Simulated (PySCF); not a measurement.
**Mayer bond orders and bond lengths**

Compound: C7H12NP.
Numbering: `[CH3:1][c:2]1[cH:3][n:4]([CH:5]([CH3:6])[CH3:7])[cH:8][p:9]1` (hydrogens: H10, H11, H12 on C1; H13 on C3; H14 on C5; H15, H16, H17 on C6; H18, H19, H20 on C7; H21 on C8)

Geometry (GFN2-xTB, Å), atoms numbered from 1 in this order:
```xyz
21
C7H12NP angstrom
C      3.2850   -0.1863    0.8562
C      2.0640    0.3872    0.2119
C      0.8193   -0.1646    0.2909
N     -0.1380    0.5312   -0.3742
C     -1.5318    0.1415   -0.4335
C     -1.6815   -1.2149   -1.1233
C     -2.1490    0.1373    0.9654
C      0.3541    1.6336   -0.9784
P      2.0380    1.8722   -0.7560
H      3.7179    0.5248    1.5594
H      4.0431   -0.4130    0.1070
H      3.0376   -1.1014    1.3919
H      0.5593   -1.0663    0.8166
H     -2.0413    0.9003   -1.0389
H     -1.1998   -1.1945   -2.0985
H     -2.7344   -1.4474   -1.2599
H     -1.2271   -2.0040   -0.5296
H     -3.2179   -0.0480    0.8987
H     -1.7021   -0.6364    1.5847
H     -1.9915    1.0998    1.4474
H     -0.3129    2.2658   -1.5383
```

Bond orders from the PBE0/pcSseg-1 density (PySCF). One conformer (not necessarily the lowest) at the GFN2-xTB geometry, without solvent, vibrations or thermal averaging.

Q: How far do the computed orders between heavy atoms stray from the drawn ones?

A: The largest departure is 0.403, at C3–N4 (drawn aromatic, 1.097), counting aromatic bonds as 1.5. Drawn single, order below 0.88: N4–C5 (0.879). The bonds drawn aromatic range from 1.10 to 1.51.

Q: Give the Mayer order of every bond between heavy atoms, beside its length.

A: 
```csv
bond,drawn as,length (Å),Mayer order
C1–C2,single,1.495,1.060
C2–C3,aromatic,1.364,1.511
C3–N4,aromatic,1.357,1.097
N4–C5,single,1.449,0.879
C5–C6,single,1.529,1.035
C5–C7,single,1.529,1.036
N4–C8,aromatic,1.350,1.221
C8–P9,aromatic,1.715,1.428
P9–C2,aromatic,1.773,1.213
```

By pair of heavy elements: C–C: lowest C5–C6 and C5–C7 (1.035, 1.529 Å), highest C2–C3 (1.511, 1.364 Å). C–N: lowest N4–C5 (0.879, 1.449 Å), highest N4–C8 (1.221, 1.350 Å). C–P: lowest P9–C2 (1.213, 1.773 Å), highest C8–P9 (1.428, 1.715 Å). Bonds named together lie within 0.004.

Q: And the bonds to hydrogen?

A: C–H: 0.94 to 0.96 (12 bonds).

Q: Sum the orders of all bonds at each heavy atom with more than one neighbour and set the sums beside the valence in the SMILES.

A: C1 3.929 (drawn 4), C2 3.784 (drawn 4), C3 3.564 (drawn 4), N4 3.197 (drawn 3), C5 3.893 (drawn 4), C6 3.915 (drawn 4), C7 3.916 (drawn 4), C8 3.599 (drawn 4), P9 2.641 (drawn 3). Orders between atoms that aren't bonded are not in these sums.

The Mayer order sums products of elements of PS (density times overlap matrix) between the two atoms' basis functions, so it depends on the basis set.
